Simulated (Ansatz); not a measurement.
Born–Oppenheimer molecular dynamics of ClFGeH$_{2}$O (6 atoms, charge 0, multiplicity 1). It starts from a relaxed structure.

Computed with RKS PBE0-D4/def2-SVP in Ansatz 0.2.0.

* ensemble: NVT, Langevin thermostat
* time step: 0.5 fs
* steps asked: 250
* set temperature: 200 K
* friction: 0.02 /fs
* seed: 324594

First frame:

```xyz
6
Properties=species:S:1:pos:R:3
Ge -0.126 -0.178 -0.097
F -0.195 -0.061 1.628
Cl 1.877 0.368 -0.612
O -1.265 0.962 -0.773
H -1.057 1.885 -0.583
H -0.496 -1.583 -0.540
```

**Question.** How far do the bonds stretch over the last three quarters of this one trajectory? (Pairs bonded in most of those frames.)

**Answer.** 
```
   bond  mean (Å)  spread (Å)  shortest  longest
 Ge1–F2     1.736       0.016      1.71     1.77
Ge1–Cl3     2.138       0.028      2.09     2.19
 Ge1–O4     1.753       0.025      1.71     1.79
 Ge1–H6     1.519       0.019      1.48     1.56
  O4–H5     0.966       0.011      0.94     1.00
```

Mean temperature of the second half: 136 K. The mean temperature of the second half is 32 % below the set value. A run of 0.12 ps of so small a system gives no equilibrium averages.

Run time: 7.3 min on 2 threads of Arm Neoverse V2, on a shared host, peak memory 0.18 GiB.
